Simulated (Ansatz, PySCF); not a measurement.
B(All)(F)(H) (C3H6BF), SMILES C=CCBF. Atoms are numbered in the order given.

```xyz
11

B     -0.3589     0.8980     0.9113
C      0.4424    -0.3177     0.3346
C     -0.3575    -1.2179    -0.5515
C     -0.0852    -1.4857    -1.8297
H      0.7509    -0.8738     1.2471
H      1.3758     0.0174    -0.1463
H     -1.2517    -1.6664    -0.0999
H      0.7917    -1.0615    -2.3300
H     -0.7288    -2.1400    -2.4230
F      0.2765     2.0235     1.2009
H     -1.5459     0.8650     1.1573
```

Geometry: PBE0-D3(BJ)/def2-SVP. This is a generated structure with no PubChem entry under its InChIKey; it may be hypothetical. Other conformers were not sampled.

Two levels are set side by side: PBE-D3(BJ)/def2-SVP (Ansatz, an electronic-structure program) and PBE0-D3(BJ)/def2-SVP (Ansatz). Each level has its own optimised geometry; the coordinates shown are those of the second. Frequencies come from the Hessian of PySCF at each geometry. Differences are taken from unrounded values.

| quantity | PBE0-D3(BJ) |
|---|---|
| mean bond length (Å) | 1.243 |
| bond B1–C2 (Å) | 1.566 |
| bond B1–F10 (Å) | 1.324 |
| bond C2–C3 (Å) | 1.495 |
| bond C3–C4 (Å) | 1.334 |
| bond B1–H11 (Å) | 1.213 |
| bond C2–H5 (Å) | 1.112 |
| bond C2–H6 (Å) | 1.102 |
| bond C3–H7 (Å) | 1.098 |
| bond C4–H8 (Å) | 1.095 |
| bond C4–H9 (Å) | 1.093 |
| highest harmonic wavenumber (cm⁻¹) | 3262 |
| mean harmonic wavenumber (cm⁻¹) | 1387 |
| zero-point energy (kcal/mol) | 53.55 |

**Question.** What does PBE-D3(BJ) give, and how far is it from PBE0-D3(BJ)? (An estimate is asked for; the answer gives what the named calculation found.)

**Answer.** 
```csv
quantity,PBE-D3(BJ),PBE-D3(BJ) minus PBE0-D3(BJ)
mean bond length (Å),1.252,0.009
bond B1–C2 (Å),1.572,0.006
bond B1–F10 (Å),1.335,0.011
bond C2–C3 (Å),1.503,0.008
bond C3–C4 (Å),1.345,0.011
bond B1–H11 (Å),1.222,0.009
bond C2–H5 (Å),1.121,0.009
bond C2–H6 (Å),1.110,0.008
bond C3–H7 (Å),1.106,0.008
bond C4–H8 (Å),1.103,0.008
bond C4–H9 (Å),1.101,0.008
highest harmonic wavenumber (cm⁻¹),3169,-93
mean harmonic wavenumber (cm⁻¹),1343,-45
zero-point energy (kcal/mol),51.83,-1.72
```

GGA bonds tend to be longer and softer than those of functionals with exact exchange. Differences between two approximate levels are no errors against the true value.
